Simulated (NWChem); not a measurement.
Species: YBr2F; SMILES [Br][Y]([F])[Br]

Not confirmed as a minimum by frequencies. def2 effective core potentials on Y; no spin-orbit coupling.

Give the equilibrium geometry at PBE0/def2-SVP with def2 effective core potentials on Y (NWChem) as an XYZ file, with the point group.

point group C2v; any orientation.
```
4

Y      0.4062     0.3136     0.0000
F      2.1690     1.1879     0.0000
Br    -0.7146    -0.2428    -2.2847
Br    -0.7146    -0.2428     2.2847
```
